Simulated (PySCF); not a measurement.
F4V, charge +1, multiplicity 1. Atoms are numbered in the order given.

```xyz
5

V      0.0000     0.0000     0.0000
F     -0.9421     0.9421    -0.9421
F      0.9421     0.9421     0.9421
F      0.9421    -0.9421    -0.9421
F     -0.9421    -0.9421     0.9421
```
Charge +1, spin multiplicity 1.

Geometry optimised at PBE0-D3(BJ)/def2-SVP. The spin state was assumed, not searched. The isomer is the one that the SMILES or the coordinates give; other isomers of the formula were not compared.

The numbers are results of PBE0-D3(BJ)/def2-SVP (PySCF), not measurements.

Frequencies are harmonic and unscaled.

Modes within 1.5 cm⁻¹ of each other (mostly degenerate sets) share a row, with their intensities summed.

Computed vibrational spectrum:
```csv
mode,ν (cm⁻¹),IR (km/mol),moving atoms (share of kinetic energy)
1–2,234,0.0,F 100 %
3–5,254,43.7,"F 76 %, V 24 %"
6,845,0.0,F 100 %
7–9,970,517.9,"F 64 %, V 36 %"
```
